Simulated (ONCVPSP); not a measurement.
Pseudopotential generation for H (Z = 1): ONCV, PW91, scalar-relativistic.

ONCVPSP 4.0.1 was run on this input:

```
# ATOM AND REFERENCE CONFIGURATION
# atsym  z   nc   nv     iexc    psfile
  H 1.00    0    1  -109134      upf
#
#   n    l    f
    1    0    1.00
#
# PSEUDOPOTENTIAL AND OPTIMIZATION
# lmax
    1
#
#   l,   rc,      ep,       ncon, nbas, qcut
    0    0.90    0.00    4    8    9.10
    1    0.75    0.27    5    8   10.00
#
# LOCAL POTENTIAL
# lloc, lpopt,  rc(5),   dvloc0
    4    5    0.55    0.00
#
# VANDERBILT-KLEINMAN-BYLANDER PROJECTORs
# l, nproj, debl
    0    1    2.70
    1    2    3.90
#
# MODEL CORE CHARGE
# icmod, fcfact, rcfact
    0    0.00    0.00
#
# LOG DERIVATIVE ANALYSIS
# epsh1, epsh2, depsh
   -2.00    5.00    0.02
#
# OUTPUT GRID
# rlmax, drl
    6.00    0.01
#
# TEST CONFIGURATIONS
# ncnf
    1
# nvcnf
#   n    l    f
    1
    1    0    0.50
#
```

Command:

```bash
oncvpsp.x < H.dat > H.out
```

Output (shortened: citation, most of the input echo, consistency checks and plot data are left out):

```
ONCVPSP  (Optimized Norm-Conservinng Vanderbilt PSeudopotential)
scalar-relativistic version 4.0.1

#   n    l    f        energy (Ha)
    1    0    1.00    -2.4053592E-01

Reference configufation results
  iterations    21
  all-electron total energy (Ha)   -4.60296608D-01

Begin loop to  construct optimized pseudo wave functions
and semi-local pseudopoentials for all angular momenta

Calculating optimized projector #   1

 for l=   0

    Fraction of norm inside rc  0.245557
    Optimizing pswf for qcut=   9.12 a_B^-1,  ecut=  41.57 Ha
    Residual kinetic energy error=  1.49D-05 Ha

    Energy error per electron        Cutoff
         Ha          eV             Ha
         0.01000     0.27211       10.00
         0.00100     0.02721       21.66
         0.00010     0.00272       32.88
         0.00001     0.00027       45.00

   Wellstate for l =  1  n =  2
     eigenvalue =   0.2700
     asymptotic potential =   0.7700
     half-point radius =  4.8122

   Wellstate for l =  1  n =  3
     eigenvalue =   4.1700
     asymptotic potential =   4.6700
     half-point radius =  1.8659

Calculating optimized projector #   1

 for l=   1

    Fraction of norm inside rc  0.004345
    Optimizing pswf for qcut=  10.02 a_B^-1,  ecut=  50.19 Ha
    Residual kinetic energy error=  4.24D-07 Ha

    Energy error per electron        Cutoff
         Ha          eV             Ha
         0.01000     0.27211        1.47
         0.00100     0.02721        3.68
         0.00010     0.00272        9.93
         0.00001     0.00027       22.91

Calculating optimized projector #   2

 for l=   1

    Fraction of norm inside rc  0.076411
    Optimizing pswf for qcut=  10.02 a_B^-1,  ecut=  50.19 Ha
    Residual kinetic energy error=  1.73D-05 Ha

    Energy error per electron        Cutoff
         Ha          eV             Ha
         0.01000     0.27211       10.40
         0.00100     0.02721       14.88
         0.00010     0.00272       37.56
         0.00001     0.00027       54.72

Construct Vanderbilt / Kleinmman-Bylander projectors

B matrix Hermiticity error, ll=   1
   1   2    1.1963E-05

  Orthonormal projector coefficients -1.0598E+01 -3.2432E-01

Pseudoatom total energy   -0.460166

Diagnostic tests using Vanderbilt-Kleinman-Bylander pseudopotentials
  1 or more projectors used as specified by nproj input data

   l    rcore       rmatch      e in        delta e   norm test  slope test

   0   0.9004558   0.9277956  -0.2405359  -0.0000026   0.9999984   0.9999772

   1   0.7525286   0.7753770   0.2700000  -0.0002434   1.0000749   1.0000749
   1   0.7525286   0.7753770   4.1700000  -0.0003669   1.0001491   1.0001491

 Testing for bound ghosts
   n   l    E NL Schr. Eq   E Basis Diag.   E Cutoff

   1   0       -0.240539       -0.102932    229.96

 Testing for highly-localized positive-energy ghosts
       l    <radius>/rc     E Basis Diag.   E Cutoff

Test configuration 0

   n   l     f        eae           eps        diff
   1   0  1.0000   -0.24053592   -0.24053857   -2.64D-06

    Total energies and differences
      AE_ref= -4.60296608D-01  AE_tst= -4.60296608D-01  dif=  0.00D+00
      PS_ref= -4.60165530D-01  PS_tst= -4.60165530D-01  dif=  5.55D-17
      PSP excitation error= -5.55D-17

Test configuration 1

   n   l     f        eae           eps        diff
   1   0  0.5000   -0.46788006   -0.46778471    9.53D-05

    Total energies and differences
      AE_ref= -4.60296608D-01  AE_tst= -2.84326696D-01  dif=  1.76D-01
      PS_ref= -4.60165530D-01  PS_tst= -2.84212054D-01  dif=  1.76D-01
      PSP excitation error=  1.64D-05
```

The run took about 1.8 s on one core of a shared server CPU.
